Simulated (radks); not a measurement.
The numbers below are computed, except where a source is named.
Question: All-electron atom: Yb IV in [Kr] 4d10 4f13.5 5s1.5 5p6 (fractional occupations, a model configuration). Code: a radial shooting solver on a logarithmic mesh with Libxc functionals. Model: Dirac Kohn-Sham, PBE, spin-unpolarised, spherical densities, finite nucleus; open shells fill j = l - 1/2 first; Fermi nuclear charge, rms radius 5.3108 fm. Some entries of the table are withheld. Estimate them.

| orbital | occ. | eigenvalue (eV) | <r> (bohr) |
|---|---|---|---|
| 1s1/2 | 2 | -61182.36 | (1) |
| 2s1/2 | 2 | -10386.63 | 0.08275 |
| 2p1/2 | 2 | -9909.706 | 0.06872 |
| 2p3/2 | 4 | -8862.691 | 0.07622 |
| 3s1/2 | 2 | -2365.853 | 0.2163 |
| 3p1/2 | 2 | -2155.102 | 0.2061 |
| 3p3/2 | 4 | -1932.869 | 0.2201 |
| 3d3/2 | 4 | -1573.766 | (2) |
| 3d5/2 | 6 | -1525.211 | (3) |
| 4s1/2 | 2 | (4) | 0.4878 |
| 4p1/2 | 2 | -405.8972 | 0.4956 |
| 4p3/2 | 4 | -355.5953 | 0.5279 |
| 4d3/2 | 4 | -215.1544 | 0.5531 |
| 4d5/2 | 6 | -205.9908 | 0.5645 |
| 5s1/2 | 1.5 | (5) | 1.190 |
| 5p1/2 | 2 | -61.5917 | 1.326 |
| 5p3/2 | 4 | -55.0013 | 1.426 |
| 4f5/2 | 6 | (6) | 0.7360 |
| 4f7/2 | 7.5 | (7) | 0.7506 |
| 5d3/2 | 0 | -25.3758 | 2.033 |
| 5d5/2 | 0 | -24.8141 | 2.077 |
| 6s1/2 | 0 | -24.2326 | (8) |
| 6p1/2 | 0 | -18.8019 | 3.337 |
| 6p3/2 | 0 | -17.7154 | 3.513 |

Answer: 
(1) 1s1/2 <r> (bohr): 0.01966
(2) 3d3/2 <r> (bohr): 0.1935
(3) 3d5/2 <r> (bohr): 0.1978
(4) 4s1/2 eigenvalue (eV): -491.2325
(5) 5s1/2 eigenvalue (eV): -85.2574
(6) 4f5/2 eigenvalue (eV): -35.3207
(7) 4f7/2 eigenvalue (eV): -33.9517
(8) 6s1/2 <r> (bohr): 2.894
